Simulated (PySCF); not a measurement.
## Ru(OH)₂ → RuH₂ + O₂

Level: PBE0 in the def2-TZVP basis family, computed in PySCF with density fitting; scalar-relativistic core potentials for atoms from Rb on, none lighter, no spin–orbit coupling; open shells unrestricted.

| species | state and structure | E (Eh) | ZPE (kJ/mol) | H(298 K) − H(0) (kJ/mol) | S° (J/(mol K)) |
| --- | --- | --- | --- | --- | --- |
| Ru(OH)₂ | quintet, C2, O–H 0.958 Å (×2), Ru–O 1.897 Å (×2); H–O–Ru 126.0° (×2), O–Ru–O 178.7° | -246.43297 | 64.3 | 16.5 | 307.3 |
| RuH₂ | triplet, C2v, Ru–H 1.559 Å (×2); H–Ru–H 75.0° | -95.99409 | 29.3 | 10.2 | 233.7 |
| O₂ | triplet, D∞h, O–O 1.193 Å | -150.23561 | 10.3 | 8.7 | 204.9 |

Question: What is the electronic reaction energy?

Answer: At PBE0/def2-TZVP, ΔE = 533.7 kJ/mol from the differences of the total energies times 2625.5, uphill. 

Question: Add zero-point, thermal and entropy terms for 298.15 K and 1 bar.

Answer: ΔZPE = -24.7 and Δ[H(298) − H(0)] = 2.4 kJ/mol give ΔH° = 511.4 kJ/mol. ΔS° = 131.3 J/(mol K), so ΔG° = 511.4 − 298.15 × (0.1313) = 472 kJ/mol.

Open d or f shells are single determinants, so the state found may not be the ground state. Each species is the lowest minimum found with this bonding; other isomers or fragments can lie lower.
